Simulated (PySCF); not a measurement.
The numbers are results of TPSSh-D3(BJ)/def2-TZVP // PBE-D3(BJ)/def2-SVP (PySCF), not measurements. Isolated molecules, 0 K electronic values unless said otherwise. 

Reference species: [Cd(Br)2] (neutral, multiplicity 1).

```json
{
  "coordination_number": "2",
  "HOMO": "-7.72 eV",
  "charge on the central atom (Mulliken)": "0.73 e",
  "HOMO–LUMO gap": "4.95 eV"
}
```

Changed species: [Cd(H)2] (2 of 2 Br replaced by H; the reference has 0 of 2 Br replaced by H).

Problem. Give the shifts of the coordination number, HOMO, charge on the central atom (Mulliken) and HOMO–LUMO gap.

Solution. the coordination number stays essentially unchanged; the HOMO rises by 0.45 eV, to -7.27 eV; the charge on the central atom (Mulliken) drops by 0.42 e, to 0.31 e; the HOMO–LUMO gap rises by 1.38 eV, to 6.33 eV.
